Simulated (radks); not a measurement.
Values are calculated unless marked as measured or tabulated.
The potassium ion K+ inside a hard spherical wall (all orbitals vanish at R), configuration held at [Ar] and not refilled when levels cross. Code: a radial shooting solver on a logarithmic mesh with Libxc functionals. Model: non-relativistic Kohn-Sham, r2SCAN, spin-polarised, spherical densities, point nucleus; meta-GGA in the generalised Kohn-Sham scheme. Eigenvalues in eV for spin up, with the zero of energy where the potential of the charges vanishes at infinity; a dash marks a level that is unbound or too diffuse for the functional's potential to be trusted. A positive occupied level is held by the wall or, in an anion where self-interaction has pushed it up, behind a barrier. The pressure on the wall is -dE/dV.

| R (bohr) | E (hartree) | kinetic (hartree) | e(2s) | e(2p) | e(3s) | e(3p) | e(4s, empty) | e(4p, empty) | pressure (GPa) |
|---|---|---|---|---|---|---|---|---|---|
| free | -599.73128 | 599.114 | -362.63 | -289.82 | -42.497 | -25.480 | - | - | 0 |
| 15 | -599.73128 | 599.114 | -362.63 | -289.82 | -42.497 | -25.480 | - | - | < 0.0001 |
| 10 | -599.73128 | 599.114 | -362.63 | -289.82 | -42.497 | -25.480 | - | - | < 0.0001 |
| 8 | -599.73128 | 599.114 | -362.63 | -289.82 | -42.497 | -25.479 | -4.623 | -1.879 | 0.000120 |
| 7 | -599.73127 | 599.115 | -362.63 | -289.82 | -42.496 | -25.478 | -4.178 | -0.970 | 0.00202 |
| 6 | -599.73108 | 599.117 | -362.62 | -289.81 | -42.487 | -25.469 | -3.156 | 0.832 | 0.0344 |
| 2.5 | -598.51831 | 605.476 | -346.82 | -273.75 | -31.415 | -12.865 | 64.835 | 77.425 | 1150 |
| 2 | -595.39589 | 617.352 | -325.89 | -252.29 | -12.968 | 7.649 | 144.65 | 156.97 | 6660 |
